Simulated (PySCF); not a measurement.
Vibration and rotation of BeCl

UHF-CCSD(T) constants of BeCl, ²Σ⁺ (doublet), unpaired electrons σ ↑ (Be pcseg-2, Cl pcseg-2; no relativity (PySCF 2.14); masses 9.0122 and 34.9689 u):

| Quantity | Value |
| --- | --- |
| ωe | 863.7 cm⁻¹ |
| ωexe | 4.85 cm⁻¹ |
| Be | 0.7241 cm⁻¹ |
| αe | 0.00633 cm⁻¹ |
| De to Be + Cl | 3.76 eV |

(1) What force constant and bond length do these constants imply?

(2) Estimate the centrifugal constant D from the Kratzer relation and find the Dunham coefficient a1.

Correlated steps freeze 5 core orbitals. The state was picked by a PBE0 search and need not be the measured ground state.

Answers

(1) Reduced mass μred = 7.1655 u; k = 5.8918×10⁻⁷·μred·ωe² (u, cm⁻¹, mdyn/Å) = 3.15 mdyn/Å; Re = √(16.8576/(μred·Be)) (u, cm⁻¹, Å) = 1.803 Å.

(2) D = 4Be³/ωe² = 2.04e-06 cm⁻¹; a1 = −1 − αeωe/(6Be²) = -2.74.
